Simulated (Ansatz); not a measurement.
Compare A (`FC[SiH2][SnH2][F]`) with its isomer B (`[CH3][SnH]([F])[SiH2]F`).

Program: Ansatz. Geometries: PBE0-D4/def2-TZVP. ΔE: electronic, gas phase. CCSD(T)/CBS adds triple-zeta CCSD(T) − MP2 to the extrapolated MP2 energy (def2 sets, frozen cores). DFT in def2-TZVPP. B3LYP here is the variant with VWN-RPA as its local correlation; programs differ in this. Elements past krypton have def2 core potentials. For Sn outer-core shells are correlated without core-valence functions, which leaves a few kJ/mol of doubt a bond. One conformer a species, not always the lowest.

(1) Which isomer does CCSD(T)/CBS put lower? Give the gap. (Best estimate.)

(2) Give E(B) − E(A) in kJ/mol with PBE0-D4, CCSD(T)/def2-TZVPP, PBE-D4, B3LYP, CCSD/def2-TZVPP, HF/def2-TZVPP, B3LYP-D4. (An estimate is asked.)

Largest T1 diagnostic: 0.013.

Results:

(1) Ansatz gave: B, by 233.1 kJ/mol.

(2) Computed: PBE0-D4 -213.7, CCSD(T)/def2-TZVPP -226.6, PBE-D4 -208.2, B3LYP -219.8, CCSD/def2-TZVPP -227.3, HF/def2-TZVPP -225.6, B3LYP-D4 -218.5. None reverses the order clearly.

From PBE to PBE0 (25 % exact exchange), in def2-TZVPP and without D4, E(B) − E(A) moves by −5.3 kJ/mol.
